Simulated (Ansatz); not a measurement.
C₃H₁₂GaN (`[CH3][Ga-]([CH3])([CH3])[NH3+]`). Total charge 0; spin multiplicity 1. Geometry: relaxed with PBE0-D4/def2-TZVP. It is one conformer, not always the lowest.

```xyz
17

C     0.866   -1.339    1.320
Ga    0.036    0.155    0.291
C     1.220    1.642   -0.314
C    -1.884    0.574    0.639
N    -0.200   -0.867   -1.627
H     1.075   -1.023    2.347
H     1.818   -1.661    0.887
H     0.209   -2.212    1.385
H     0.745    2.266   -1.078
H     1.463    2.301    0.526
H     2.170    1.278   -0.716
H    -2.312    1.223   -0.131
H    -1.992    1.099    1.593
H    -2.499   -0.329    0.703
H    -0.621   -0.252   -2.313
H    -0.793   -1.683   -1.529
H     0.698   -1.172   -1.985
```

Question: What is the dipole moment at ωB97M-V/def2-TZVPP? (Estimate.)

Answer: Computed: 4.44 D, with components (-0.48, -2.08, -3.90) D in this frame, pointing from negative to positive charge.

Question: And with PBE, r2SCAN, B3LYP? (An estimate is asked.)

Answer: Ansatz gave: PBE 4.40 D, r2SCAN 4.46 D, B3LYP 4.44 D.

Question: Give the Mulliken charges with ωB97M-V, PBE, B3LYP in def2-TZVPP. (Estimate.)

Answer: The calculation gave: 
```
atom  ωB97M-V    PBE  B3LYP
  C1    -0.51  -0.40  -0.42
 Ga2     0.39   0.26   0.36
  C3    -0.51  -0.40  -0.42
  C4    -0.51  -0.40  -0.42
  N5    -0.22  -0.27  -0.25
  H6     0.11   0.09   0.08
  H7     0.10   0.07   0.07
  H8     0.10   0.07   0.07
  H9     0.10   0.07   0.07
 H10     0.11   0.09   0.08
 H11     0.10   0.07   0.07
 H12     0.10   0.07   0.07
 H13     0.11   0.09   0.08
 H14     0.10   0.07   0.07
 H15     0.16   0.18   0.17
 H16     0.16   0.18   0.17
 H17     0.16   0.18   0.17
```

B3LYP here is the variant with VWN-RPA as its local correlation; programs differ in this.
